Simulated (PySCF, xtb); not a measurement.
C5H7F, SMILES F[C@H](CC)C#C. Other conformers were not sampled.

Harmonic wavenumbers (cm⁻¹) from GFN2-xTB (xtb 6.7.1) at its own minimum, in rising order: 90, 144, 193, 210, 288, 372, 495, 590, 675, 681, 812, 858, 966, 981, 1074, 1105, 1136, 1241, 1253, 1285, 1334, 1414, 1467, 1495, 1500, 2286, 2865, 2984, 2992, 3041, 3043, 3047, 3395.

### Question
What does B3LYP-D3(BJ)/def2-SVP (PySCF) give at its own minimum? (The exact figures need the calculation; the answer reports its results.)

### Answer
105, 164, 218, 231, 318, 415, 554, 649, 693, 738, 788, 843, 954, 991, 1082, 1104, 1146, 1281, 1323, 1362, 1371, 1406, 1450, 1468, 1484, 2231, 3031, 3041, 3046, 3088, 3123, 3133, 3469. Paired by order, the mean absolute difference is 41 cm⁻¹ and the zero-point energies are 64.8 and 66.2 kcal/mol.
